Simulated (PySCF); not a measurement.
## How many f electrons in PmF?

Unrestricted PBE0; basis Pm x2c-SVPall, F x2c-SVPall; spin-free X2C with a Gaussian nucleus; PySCF 2.14. The search starts from ions with several 4f fillings and holds each by maximum overlap.

The lowest solution has 2Ms+1 = 7, about 5.0 4f electrons, near 2.06 Å.

The lowest solution of each spin and filling, followed along the bond (rough minima from three points):

| 2Ms+1 | 4f population | ⟨S²⟩ at the start | R at minimum (Å) | Te (eV) |
| --- | --- | --- | --- | --- |
| 7 | 5.02 | 12.00 | 2.06 | 0.00 |
| 5 | 5.03 | 7.00 | 2.06 | 0.20 |
| 7 | 4.50 | 12.00 | 2.03 | 1.24 |

Solutions at the starting distance of 2.155 Å, counted from the lowest; the search is not exhaustive:

```
2Ms+1  4f population  E (eV)   ⟨S²⟩  ⟨Lz²⟩  μ (D)
    7           5.02    0.00  12.00    9.0  -3.64
    7           5.00    0.13  12.00   10.0  -3.65
    5           5.03    0.20   7.00    9.0  -3.54
    5           4.93    0.32   6.91   10.1  -3.43
    5           4.93    0.32   6.91    9.5  -3.41
    7           4.50    1.29  12.00   15.0  -4.97
    7           4.08    1.56  12.01   13.0  -3.85
    5           4.10    1.59   6.01   12.2  -2.48
    7           5.02    1.78  12.00   10.1  -2.32
    9           5.23    9.32  20.00    8.3  -0.04
```

Partly filled real f orbitals mix terms, so no term symbols are given. A population far from a whole number shows f orbitals mixing with d and ligand orbitals, not a clean configuration. A positive dipole means Pm(−)F(+).

Spin–orbit coupling is left out. Counting both spins, an empty level lies below a filled one in some of these solutions, because spin and occupation are held. The state is the lowest single determinant that the PBE0 search found; with open d or f shells the true ground state can be another one.
